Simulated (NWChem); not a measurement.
System: GeH2O2ClF; SMILES [OH][Ge]([OH])([F])[Cl]

```xyz
7

O      0.3288    -0.9840     1.5262
Ge    -0.0068    -0.2579    -0.0275
O     -1.5754    -0.7862    -0.5607
F      1.2271    -0.7767    -1.1173
Cl     0.0461     1.8606    -0.0288
H      1.2517    -0.9080     1.7964
H     -1.7836    -1.6749    -0.2466
```
Atoms are numbered in this order, from 1.

Level: PBE0/def2-SVP (NWChem), optimised geometry, unscaled harmonic frequencies. 

Q: List the harmonic frequencies with IR intensities, and the thermochemistry.

A: 
```csv
frequency (cm⁻¹),IR intensity (km/mol)
111,97.9
138,12.8
189,1.3
208,37.1
250,30.0
254,34.2
277,116.3
457,70.2
721,62.5
762,102.7
784,121.0
895,78.3
913,104.9
3888,134.6
3897,117.1
```

```yaml
zero_point_energy: 19.6 kcal/mol
thermal correction to the enthalpy at 298.15 K (with zero-point energy): 24.9 kcal/mol
heat capacity Cv: 23.2 cal/(mol K)
entropy at 298.15 K and 1 atm (symmetry number 1): 85.7 cal/(mol K)
dipole_moment: 2.10 D
```

Rigid rotor and harmonic oscillator.
